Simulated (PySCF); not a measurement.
diarsenic cation (As₂), SMILES [As]#[As] (connectivity only; charge and spin as stated), charge +1, multiplicity 2.

Geometry optimised at PBE0-D3(BJ)/def2-TZVP. The multiplicity is an assumed one; other spin states were not compared.

The numbers are results of PySCF with PBE0/def2-TZVPD, not measurements.

Isolated molecule, no solvent.

| Property | Value |
|---|---|
| total energy | -4470.86412 hartree |
| point group | D∞h |
| α spin, highest occupied and lowest empty level | -14.02 and -9.94 eV |
| β spin, highest occupied and lowest empty level | -13.79 and -11.69 eV |
| dipole moment about the centre of nuclear charge | 0.00 D |
| ⟨S²⟩ | 0.753 (pure state 0.75) |
